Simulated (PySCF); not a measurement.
Start geometry of `COB(O)OC` from GFN2-xTB (Å):
```
atom  x, y, z in Å
C1     2.073   -0.574   -0.377
O2     0.650   -0.488   -0.189
B3    -0.077    0.650   -0.405
O4     0.568    1.817   -0.800
O5    -1.411    0.649   -0.205
C6    -2.098   -0.497    0.229
H7     2.271   -1.091   -1.307
H8     2.505    0.454   -0.444
H9     2.480   -1.090    0.481
H10   -0.092    2.531   -0.881
H11   -1.998   -1.306   -0.495
H12   -1.694   -0.852    1.194
H13   -3.172   -0.219    0.329
```

What comes out of this run: PySCF, PBE0-D3(BJ)/def2-SVP geometry optimisation, gas phase?

```
atom  x, y, z in Å
C1     1.925   -0.858   -0.299
O2     0.559   -0.576   -0.149
B3     0.048    0.655   -0.410
O4     0.850    1.679   -0.822
O5    -1.288    0.879   -0.253
C6    -2.144   -0.149    0.168
H7     2.095   -1.446   -1.217
H8     2.531    0.058   -0.357
H9     2.265   -1.460    0.558
H10    0.336    2.483   -0.945
H11   -2.148   -0.993   -0.542
H12   -1.853   -0.544    1.156
H13   -3.163    0.258    0.237
```

The energy falls by 0.091 eV over 6 energy and gradient evaluations, the largest force component goes from 0.0330 to 2.2e-04 Eh/bohr, and the atoms move by 0.025 Å rms after alignment. The bond that changes most is C1–O2 (methoxy carbon to boron-bound oxygen), which shortens by 0.035 Å. Bonds longer at the end by more than 0.005 Å: 4 of 12; shorter: 6. Among the angles that change most is H7–C1–H9, from 112.7° to 108.0°. Rotational constants go from 5697, 2663, 1858 to 5772, 2715, 1891 MHz. The orientation of the end geometry is arbitrary; only internal coordinates are fixed.

The run used 119 basis functions and 42 SCF cycles in all.

Not checked by PBE0-D3(BJ)/def2-SVP frequencies. One conformer, not necessarily the lowest.
